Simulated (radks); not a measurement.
Fractional charge and spin in the 1s shell of lithium: the spin-up occupation runs from 0 to 1 and the spin-down occupation from 0 to 1; the fullest corner is Li+, 1s(up 1, down 1). Calculated with a radial shooting solver on a logarithmic mesh with Libxc functionals: scalar-relativistic Kohn-Sham, PBEsol, spin-polarised, spherical densities, finite nucleus; Fermi nuclear charge, rms radius of each element as measured or else 0.836 A^(1/3) + 0.57 fm. Energy (eV) minus the two flat planes that join the four corners (they meet along the diagonal where the two added fractions sum to one electron); zero is where a piecewise linear energy would lie.

down \ up       0     0.5       1
0           0.000  -4.246   0.000
0.5        -4.246   3.827  -3.494
1           0.000  -3.494   0.000

Corners above the fullest one (they belong to Li2+ and the next ion): (up 1, down 0) 74.742 eV, (up 0, down 1) 74.742 eV, (up 0, down 0) 195.85 eV. With half an added electron in each spin the energy lies 3.827 eV from the planes (fractional-spin error, the static-correlation error of a stretched bond), and with half an added electron in spin up alone -4.246 eV (fractional-charge error). For a frontier s shell over closed shells the exact functional lies on the planes.
